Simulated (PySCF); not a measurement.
Work out the structure from these simulated measurements.

Formula: C3H12BNSi.

| Quantity | Value |
| --- | --- |
| Polarisability | 89.5 au [wB97X-D/def2-SVPD] |
| UV, first state | lowest singlet excitation: 6.79 eV (183 nm, f = 0.300) [TDDFT wB97X-D/def2-SVPD] |
| 13C NMR | chemical shifts (computed TMS as zero) by class: 38.8 (2 C), -1.9 (1 C) ppm [GIAO HF/pcSseg-1] |
| 1H NMR | chemical shifts (computed TMS as zero) by class: 4.65 (1 H), 3.62 (3 H), 2.63 (6 H), 0.12 (2 H) ppm [GIAO HF/pcSseg-1] |
| NMR, other nuclei | isotropic shieldings of nuclei other than C and H, by class: 70 (1 B), 167 (1 N), 459 (1 Si) ppm [GIAO HF/pcSseg-1] |
| Rotational structure | rotational constants A, B, C: 5.410, 1.324, 1.248 GHz [PBE0-D3(BJ)/def2-SVP] |

Gas-phase values; electronic properties from PySCF, density fitting. Levels stand in brackets. One conformer (not necessarily the lowest) at the PBE0-D3(BJ)/def2-SVP geometry, without solvent, vibrations or thermal averaging. NMR classes are plain means over equivalent atoms (diastereotopic ones count apart unless rotation or inversion swaps them), as if these changed places fast.

Task: What is the compound? Reason from the data.

Result: Numbering: `[CH3:1][N:2]([CH3:3])[BH:4][CH2:5][SiH3:6]`. 3 carbons fall into 2 classes; from least to most shielded: N-methyl carbon [C1/C3] (38.8 ppm, 2 C, up to 7.7 ppm apart in this geometry), sp3 carbon bound to silicon [C5] (-1.9 ppm). Hydrogen classes from least to most shielded: 1 H on a three-coordinate boron, B4 (4.65 ppm), 3 H on an SiH3 silicon, Si6 (3.62 ppm), 6 H on 2 N-methyl carbons, C1/C3 (2.63 ppm, a mean of values up to 0.9 ppm apart in this geometry), 2 H on an sp3 carbon bound to silicon, C5 (0.12 ppm). The other shieldings belong to: 70 ppm, three-coordinate boron [B4]; 167 ppm, boron-bound nitrogen [N2]; 459 ppm, SiH3 silicon [Si6]. The optimised geometry has point group C1 and is an asymmetric top. Structure: `CN(C)BC[SiH3]`. The assignments are read from this structure; whether some other isomer fits the data as well wasn't checked.

The values belong to the conformer `[CH3:1][N:2]([CH3:3])[BH:4][CH2:5][SiH3:6]`: C1–N2–B4–C5 178°, N2–B4–C5–Si6 -88°.
